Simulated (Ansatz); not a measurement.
The cluster PbI₂, 3 atoms. Hardware: 4 threads of Arm Neoverse V1 on a shared host.

In the def2 sets I, Pb take a core potential; there is no spin–orbit coupling. Correlated methods freeze 12 core orbitals; core or outer-core shells of Pb, I are correlated, in sets that lack core-valence functions.

Task: How many basis functions does each of these Ansatz runs have, and roughly what does it cost? PBE0-D4/def2-TZVP, charge 0 singlet, energy and forces, from earlier orbitals; r2SCAN-D4/def2-TZVPD, charge -1 doublet at the geometry of the charge 0 singlet, energy, from earlier orbitals; MP2/def2-TZVP, charge 0 quintet, energy, from earlier orbitals; PBE-D4/def2-TZVP, charge 0 triplet, energy, from earlier orbitals; r2SCAN-D4/def2-TZVP, charge 0 unrestricted singlet, energy, from earlier orbitals; PBE-QIDH/def2-TZVP, charge 0 quintet, energy, from earlier orbitals; PBE0-D4/def2-SVP, charge 0 singlet, relaxation, 3 steps; PBE0-D4/def2-SVP, charge 0 quintet, energy with a search over starts; RPA@PBE/def2-TZVP, charge 0 singlet, energy, from earlier orbitals; PBE-D4/def2-TZVPD, charge 0 singlet, energy, from earlier orbitals; B97M-V/def2-TZVP, charge 0 triplet, energy, from earlier orbitals; PBE0-D4/def2-TZVPD, charge 0 singlet, energy, from earlier orbitals.

Result: Other jobs shared the machine, so times can vary by a factor of up to 3. A dash marks memory too small to be measured apart from the calling script's.

```
                                                                                                           run  functions  fitting or Cholesky vectors  wall time  peak host memory (GiB)
                                            PBE-D4/def2-TZVPD, charge 0 singlet, energy, from earlier orbitals        174                         1224      1.9 s                       –
                                             PBE-D4/def2-TZVP, charge 0 triplet, energy, from earlier orbitals        150                         1116      2.6 s                       –
                                 PBE0-D4/def2-TZVP, charge 0 singlet, energy and forces, from earlier orbitals        150                         1266        3 s                       –
                                           PBE0-D4/def2-TZVPD, charge 0 singlet, energy, from earlier orbitals        174                         1389        3 s                       –
                                            RPA@PBE/def2-TZVP, charge 0 singlet, energy, from earlier orbitals        150                         1451      4.2 s                       –
                                                       PBE0-D4/def2-SVP, charge 0 singlet, relaxation, 3 steps         78                         1115        6 s                       –
                             r2SCAN-D4/def2-TZVP, charge 0 unrestricted singlet, energy, from earlier orbitals        150                         1116        6 s                       –
r2SCAN-D4/def2-TZVPD, charge -1 doublet at the geometry of the charge 0 singlet, energy, from earlier orbitals        174                         1224        9 s                       –
                                             B97M-V/def2-TZVP, charge 0 triplet, energy, from earlier orbitals        150                         1116       11 s                       –
                                                MP2/def2-TZVP, charge 0 quintet, energy, from earlier orbitals        150                         1451       13 s                    0.66
                                          PBE0-D4/def2-SVP, charge 0 quintet, energy with a search over starts         78                         1015       16 s                       –
                                           PBE-QIDH/def2-TZVP, charge 0 quintet, energy, from earlier orbitals        150                         1451       30 s                    0.75
```
